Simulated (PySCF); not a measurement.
A geometry optimisation on `FBC1=C(F)C[Se]1`.

Method: PBE0-D3(BJ)/def2-SVP geometry optimisation, gas phase (PySCF 2.14.0). Start geometry: GFN2-xTB. A driver script takes a list of jobs; this job's settings line and coordinates (Å) are shown.

Command:
```bash
OMP_NUM_THREADS=1 python probes_run.py task.json out
```

Input:
```
{"job": {"xc": "PBE0", "basis": "def2-SVP", "d3": "d3bj", "grid": 1, "shake": 0.01, "kind": "geom"}, "charge": 0, "multiplicity": 1}
F      2.720240     0.071410    -1.386200
B      1.972610    -0.436260    -0.429380
C      0.499960     0.015950    -0.276980
C     -0.448130    -0.292370     0.568250
F     -0.483160    -1.167120     1.576510
C     -1.665660     0.518010     0.177460
Se    -0.538870     1.303000    -1.275570
H      2.499090    -1.221180     0.265930
H     -1.990960     1.248830     0.937960
H     -2.514690    -0.061200    -0.179050
```

Task: What does the run print?

Result: 
```
step   0  E = -2741.03027026  max force = 0.059200
step   1  E = -2741.03292216  max force = 0.020094
step   2  E = -2741.03360859  max force = 0.011773
step   3  E = -2741.03454939  max force = 0.001650
step   4  E = -2741.03456443  max force = 0.002671
step   5  E = -2741.03465520  max force = 0.000966
step   6  E = -2741.03467509  max force = 0.000520
step   7  E = -2741.03468608  max force = 0.000411
optimisation converged
```

Energies in Eh; «max force» is the largest Cartesian gradient component in Eh/bohr.

Task: How much energy does the optimisation release, in kJ/mol?

Result: E(step 0) − E(last step) = 0.004416 Eh, which is 11.6 kJ/mol.

Task: Give the first gradient maximum in eV/Å.

Result: With 1 Eh/bohr = 51.422 eV/Å, 3.044 eV/Å.

Summary of the converged run: final energy -2741.03469 Eh after 7 steps; dipole 2.29 D.

Task: Where do the atoms end?

Result: 0.029 Å rms from the input after alignment:
```
atom  x, y, z in Å
F1     2.6297    0.2680   -1.5614
B2     1.9981   -0.2147   -0.5019
C3     0.4987    0.0514   -0.3292
C4    -0.3994   -0.2762    0.6228
F5    -0.2196   -0.9703    1.7253
C6    -1.7088    0.2964    0.2253
Se7   -0.8105    1.0135   -1.3953
H8     2.6367   -0.8529    0.3024
H9    -2.0925    1.0874    0.8863
H10   -2.4947   -0.4401    0.0020
```

Hardware: Arm Neoverse V1, one thread, on a shared host. Cost: 61 s of wall time, 0.51 GiB resident at most.
Labels such as C1 count atoms from 1, the log's own numbers from 0.
